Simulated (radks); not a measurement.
Task: Excited configurations of neutral lithium: one electron is placed in a higher orbital outside [He]. The ground configuration is [He] 2s1. All-electron calculation, scalar-relativistic Kohn-Sham, r2SCAN, spin-polarised, spherical densities, finite nucleus; open shells are filled with parallel spins first; meta-GGA in the generalised Kohn-Sham scheme; Fermi nuclear charge, rms radius 2.444 fm. Program: a radial shooting solver on a logarithmic mesh with Libxc functionals. Excitation = E - E(ground); binding = E(ion) - E, where the ion is the core of charge +1; n* = 1/sqrt(2 binding) in atomic units, and the quantum defect is n - n*.

outer orbital  excitation (eV)  binding (eV)     n*  quantum defect  eigenvalue (eV)  <r> (bohr)
2p                       2.027         3.368  2.010          -0.010           -1.700       4.927
3s                       3.311         2.084  2.555           0.445           -1.298       9.796
4s                       4.295         1.100  3.516           0.484           -0.700       18.74
5s                       4.716         0.679  4.477           0.523           -0.439       30.67
6f                       4.968         0.427  5.648           0.352           -0.266       46.57
7f                       5.076         0.319  6.532           0.468           -0.208       65.36

Estimate the row for 3d.

Result: excitation (eV) 3.917; binding (eV) 1.478; n* 3.034; quantum defect -0.034; eigenvalue (eV) -0.696; <r> (bohr) 10.88. The Delta-SCF ionisation energy is 5.395 eV (NIST Atomic Spectra Database: 5.392 eV, measured). Self-interaction in the functional shifts the binding energies and quantum defects, so they are the method's values and not measured ones.
